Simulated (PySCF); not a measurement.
## C3H11NO2Si2: full NMR table

```
Formula                               : C3H11NO2Si2
SMILES                                : C[C@H](C=O)O[SiH2]N[SiH3]
Point group of the computed structure : C1
Degrees of unsaturation               : 1
Carbon signals                        : 3
Proton signals                        : 7
```

Molfile (atoms numbered from 1):
```
C3H11NO2Si2
     RDKit          3D

 19 18  0  0  0  0  0  0  0  0999 V2000
   -2.5250    0.2760   -1.2971 C   0  0  0  0  0  0  0  0  0  0  0  0
   -1.8390   -0.6087   -0.2426 C   0  0  2  0  0  0  0  0  0  0  0  0
   -2.2016   -0.0776    1.1164 C   0  0  0  0  0  0  0  0  0  0  0  0
   -1.4125    0.3906    1.8840 O   0  0  0  0  0  0  0  0  0  0  0  0
   -0.4798   -0.6572   -0.4505 O   0  0  0  0  0  0  0  0  0  0  0  0
    0.7037    0.0996    0.3854 Si  0  0  0  0  0  4  0  0  0  0  0  0
    1.9949   -0.1686   -0.7320 N   0  0  0  0  0  0  0  0  0  0  0  0
    3.6634    0.1328   -0.4493 Si  0  0  0  0  0  4  0  0  0  0  0  0
   -3.6039    0.2675   -1.1681 H   0  0  0  0  0  0  0  0  0  0  0  0
   -2.2780   -0.0974   -2.2869 H   0  0  0  0  0  0  0  0  0  0  0  0
   -2.1530    1.2935   -1.2069 H   0  0  0  0  0  0  0  0  0  0  0  0
   -2.2386   -1.6338   -0.3203 H   0  0  0  0  0  0  0  0  0  0  0  0
   -3.2805   -0.1321    1.3482 H   0  0  0  0  0  0  0  0  0  0  0  0
    0.5191    1.5444    0.4959 H   0  0  0  0  0  0  0  0  0  0  0  0
    1.0067   -0.5643    1.6495 H   0  0  0  0  0  0  0  0  0  0  0  0
    1.7636   -0.7255   -1.5373 H   0  0  0  0  0  0  0  0  0  0  0  0
    4.2731   -0.8688    0.4362 H   0  0  0  0  0  0  0  0  0  0  0  0
    3.7679    1.4494    0.1761 H   0  0  0  0  0  0  0  0  0  0  0  0
    4.3099    0.0897   -1.7628 H   0  0  0  0  0  0  0  0  0  0  0  0
  1  2  1  0
  2  3  1  0
  3  4  2  0
  2  5  1  0
  5  6  1  0
  6  7  1  0
  7  8  1  0
  1  9  1  0
  1 10  1  0
  1 11  1  0
  2 12  1  1
  3 13  1  0
  6 14  1  0
  6 15  1  0
  7 16  1  0
  8 17  1  0
  8 18  1  0
  8 19  1  0
M  END
```

PySCF 2.14.0 with density-fitted response routines calculation with σ from GIAO-PBE0/pcSseg-1 and GFN2-xTB structure; a single conformation, relativity neglected, no solvent model, rapidly exchanging positions averaged.

Scale: ¹H (σ = 31.72 ppm) and ¹³C (σ = 186.93 ppm) and ²⁹Si (σ = 349.16 ppm) vs TMS; ¹⁵N (σ = 267.73 ppm) vs NH3; ¹⁷O (σ = 336.08 ppm) against H2O (reference shieldings calculated alike).

| carbon | δC, type | δH (multiplicity) | HMBC from (2–3 bonds) | span of the C tensor (ppm) |
| --- | --- | --- | --- | --- |
| C1 | 18.9, CH3 | 1.42 (d) | H13, H12 | 35 |
| C2 | 80.3, CH | 4.81 (m) | H13, H15, H14, H9/H10/H11 | 69 |
| C3 | 210.0, CH | 9.72 (d) | H12, H9/H10/H11 | 214 |

Other nuclei:
```tsv
atoms	nucleus	environment	δ (ppm)	σ (ppm)
H15	¹H	hydrogen on a silicon bonded to N, O	5.56	26.16
H14	¹H	hydrogen on a silicon bonded to N, O	5.38	26.34
H17/H18/H19	¹H	hydrogen on a silicon bonded to N	4.68	27.03
H16	¹H	hydrogen on a nitrogen bonded to 2 Si	-0.38	32.10
Si6	²⁹Si	silicon bonded to N, O, 2 H	-35.1	384.2
Si8	²⁹Si	silicon bonded to N, 3 H	-65.5	414.6
N7	¹⁵N	nitrogen bonded to 2 Si, H	11.7	256.0
O4	¹⁷O	aldehyde oxygen	630.5	-294.4
O5	¹⁷O	oxygen bonded to C, Si	34.1	302.0
```

Carbon types of the structure: 2 × CH, 1 × CH3, leaving 6 H on heteroatoms. δC 210.0: aldehyde carbonyl carbon; low-lying n→π* states of the double bond to the heteroatom give a large paramagnetic term (-275 ppm). δC 80.3: sp3 CH bonded to O, α to a carbonyl; deshielded by the electronegative neighbour. δC 18.9: methyl carbon; aliphatic region, no heteroatom directly attached. δH 9.72: hydrogen on an aldehyde carbonyl carbon; the formyl region, downfield of aromatic protons. δH -0.38: hydrogen on a nitrogen bonded to 2 Si; exchangeable; this is the value without hydrogen bonding to other molecules.

OH and NH positions are those of a molecule without intermolecular hydrogen bonds; in solution they move with solvent, concentration and temperature, and exchange usually removes their couplings. Shifts are as computed. Against solution values, carbons near 30 ppm lie about +3 ppm off and those near 130 ppm about +5 ppm. Of 1309 compounds with measured shifts, 239 miss one by over three times the rms of a fit or turn the order of signals round; such compounds aren't used in these exercises. Unscaled 17O shifts of doubly bonded oxygen tend to come out too high, by tens of ppm or more. Experimental scales use liquid or dissolved standards, which lie at an offset from isolated NH3 (liquid NH3: subtract about 20 ppm) and H2O (liquid H2O: subtract about 36 ppm). No couplings were computed; multiplicities are counted from neighbouring protons, with m where these are inequivalent, close in shift, in a saturated or five-membered ring or joined by F or P, and br s for small geminal =CH2 splittings.
